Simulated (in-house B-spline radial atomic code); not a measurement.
Relativistic effects in Ge, [Ar] 3d10 4s2 4p2: non-relativistic Hartree-Fock (point nucleus) against Dirac-Hartree-Fock (Fermi nucleus of rms radius 4.0742 fm), both averages of the configuration, computed with an all-electron radial atomic-structure program (B-spline basis).

```csv
orbital,ε NR (Eh),ε Dirac (Eh),<r> NR (bohr),<r> Dirac (bohr),change of <r> (%)
1s1/2,-405.25,-411.07,0.04784,0.04698,-1.8
2s1/2,-52.156,-53.459,0.213,0.209,-1.9
2p1/2,-46.242,-47.335,0.1852,0.1812,-2.2
2p3/2,-46.242,-46.151,0.1852,0.1847,-0.2
3s1/2,-7.1968,?,0.6322,?,?
3p1/2,-5.1673,-5.3271,0.6509,0.6398,-1.7
3p3/2,-5.1673,-5.1599,0.6509,0.6497,-0.2
3d3/2,-1.6407,?,0.7212,?,?
3d5/2,-1.6407,-1.5946,0.7212,0.7266,+0.8
4s1/2,-0.55706,-0.57046,2.223,2.188,-1.6
4p1/2,-0.26933,-0.27256,2.904,2.868,-1.2
4p3/2,-0.26933,-0.26591,2.904,2.914,+0.3
```

(1) What happens to 3d3/2?

(2) What happens to 3s1/2?

(3) What explains the pattern of contraction and expansion?

(4) By how much does the total energy change?

Answers

(1) Its energy goes to -1.6188 hartree and <r> to 0.7215 bohr (+0.04 %).

(2) Its energy goes to -7.4123 hartree and <r> to 0.622 bohr (-1.63 %).

(3) Expansion is seen in 3d5/2, 4p3/2. The s and p1/2 orbitals contract directly, screen the nucleus better, and so push out orbitals that have little density near the nucleus; spin-orbit coupling adds to this for j = l + 1/2 and opposes it for j = l - 1/2.

(4) By -22.13 hartree, from -2075.340 to -2097.470.
